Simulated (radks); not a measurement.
Values are calculated unless marked as measured or tabulated.
Isoelectronic series with 1 electrons, all held in the configuration 1s1, which need not be the ground one along the series. Code: a radial shooting solver on a logarithmic mesh with Libxc functionals. Model: scalar-relativistic Kohn-Sham, LDA (Slater exchange, Perdew-Wang correlation), spin-polarised, spherical densities, point nucleus; open shells are filled with parallel spins first (spin-orbit coupling, left out, can overturn this in heavy ions). Total energies (hartree) and orbital eigenvalues (eV):

[
 {"ion": "B4+", "E (hartree)": "-12.32373", "1s up": "-305.4136"},
 {"ion": "O7+", "E (hartree)": "-31.71951", "1s up": "-814.9498"},
 {"ion": "Si13+", "E (hartree)": "-97.68884", "1s up": "-2573.382"},
 {"ion": "Cl16+", "E (hartree)": "-144.36004", "1s up": "-3824.900"},
 {"ion": "Ca19+", "E (hartree)": "-200.24325", "1s up": "-5326.978"},
 {"ion": "V22+", "E (hartree)": "-265.42210", "1s up": "-7081.871"},
 {"ion": "Fe25+", "E (hartree)": "-339.99535", "1s up": "-9092.245"},
 {"ion": "Cu28+", "E (hartree)": "-424.07767", "1s up": "-11361.20"},
 {"ion": "Ge31+", "E (hartree)": "-517.80057", "1s up": "-13892.28"},
 {"ion": "Br34+", "E (hartree)": "-621.31347", "1s up": "-16689.54"},
 {"ion": "Sr37+", "E (hartree)": "-734.78503", "1s up": "-19757.53"},
 {"ion": "Nb40+", "E (hartree)": "-858.40458", "1s up": "-23101.38"},
 {"ion": "Ru43+", "E (hartree)": "-992.38389", "1s up": "-26726.81"},
 {"ion": "Ag46+", "E (hartree)": "-1136.95918", "1s up": "-30640.24"}
]
